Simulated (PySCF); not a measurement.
## SMILES O([SiH2]O)/C=C/Cl, C2H5ClO2Si

Molfile (atoms numbered from 1):
```
C2H5ClO2Si
     RDKit          3D

 11 10  0  0  0  0  0  0  0  0999 V2000
   -1.5847    0.5288   -0.5001 O   0  0  0  0  0  0  0  0  0  0  0  0
   -0.7851    0.1490    0.8925 Si  0  0  0  0  0  4  0  0  0  0  0  0
    0.7627   -0.4323    0.6026 O   0  0  0  0  0  0  0  0  0  0  0  0
    1.8952    0.2946    0.5512 C   0  0  0  0  0  0  0  0  0  0  0  0
    3.0187   -0.1930    0.0181 C   0  0  0  0  0  0  0  0  0  0  0  0
    4.4751    0.7292   -0.0238 Cl  0  0  0  0  0  0  0  0  0  0  0  0
   -1.2658    1.2598   -1.0367 H   0  0  0  0  0  0  0  0  0  0  0  0
   -1.5374   -0.9610    1.5094 H   0  0  0  0  0  0  0  0  0  0  0  0
   -0.6160    1.3433    1.7739 H   0  0  0  0  0  0  0  0  0  0  0  0
    1.8696    1.3061    0.9805 H   0  0  0  0  0  0  0  0  0  0  0  0
    3.0778   -1.1947   -0.4111 H   0  0  0  0  0  0  0  0  0  0  0  0
  1  2  1  0
  2  3  1  0
  3  4  1  0
  4  5  2  0
  5  6  1  0
  1  7  1  0
  2  8  1  0
  2  9  1  0
  4 10  1  0
  5 11  1  0
M  END
```

Level of theory: GIAO PBE/pcSseg-1 magnetisability, rotational g tensor and spin-rotation constants, non-relativistic, gas phase (PySCF 2.14.0). Geometry: PBE0-D3(BJ)/def2-SVP.

(1) How diamagnetic is it, and how anisotropic?

(2) Split it along the inertial axes a, b, c into diamagnetic and paramagnetic parts about the centre of mass, with the quadrupole moment.

(3) And the rotational g tensor?

## Answers

(1) Isotropic -1062 × 10⁻³⁰ J/T², or -64.0 × 10⁻⁶ cm³/mol; principal values -1122, -1099, -966 × 10⁻³⁰ J/T², anisotropy 146 × 10⁻³⁰ J/T² (root of half the summed squared differences of the principal values). The susceptibility is in cgs units.

(2) 
| axis | χ (10⁻⁶ cm³/mol) | diamagnetic (10⁻⁶ cm³/mol) | paramagnetic (10⁻⁶ cm³/mol) | summed x² of all electrons (Å²) | quadrupole Θ (D Å) |
| --- | --- | --- | --- | --- | --- |
| a | -66.6 | -228.1 | 161.5 | 356.8 | -7.94 |
| b | -66.3 | -1609.7 | 1543.4 | 31.2 | +5.26 |
| c | -59.1 | -1646.0 | 1586.9 | 22.6 | +2.68 |

Anisotropies 2χaa − χbb − χcc = -7.7 and 2χbb − χaa − χcc = -6.9 × 10⁻⁶ cm³/mol. Θ is traceless in Buckingham's convention.

(3) 
```tsv
axis	rotational constant (GHz)	g	nuclear part	electronic part
a	9.3437	-0.0833	0.6257	-0.7090
b	0.7293	-0.0093	0.5195	-0.5288
c	0.7096	-0.0109	0.5181	-0.5290
```
Asymmetric top; isotopes 12C, 35Cl, 1H, 16O, 28Si; no vibrational averaging.
